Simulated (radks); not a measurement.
Values are calculated unless marked as measured or tabulated.
Task: The zinc ion Zn6+, 24 electrons, occupied as [Ar] 3d6. Code: a radial shooting solver on a logarithmic mesh with Libxc functionals. Model: scalar-relativistic Kohn-Sham, r2SCAN, spin-unpolarised, spherical densities, finite nucleus; meta-GGA in the generalised Kohn-Sham scheme; Fermi nuclear charge, rms radius 3.9283 fm. Some entries of the table are withheld. Estimate them.

orbital,occ.,eigenvalue (eV),<r^2> (bohr^2),<r> (bohr)
1s,2,-9681.455,(1),0.05032
2s,2,-1298.679,0.06014,0.2258
2p,6,-1141.006,0.04814,0.1982
3s,2,-253.2120,0.4954,(2)
3p,6,-204.6464,0.5304,0.6746
3d,6,-125.9064,0.5979,0.7013

Result: 
(1) 1s <r^2> (bohr^2): 0.003408
(2) 3s <r> (bohr): 0.6572
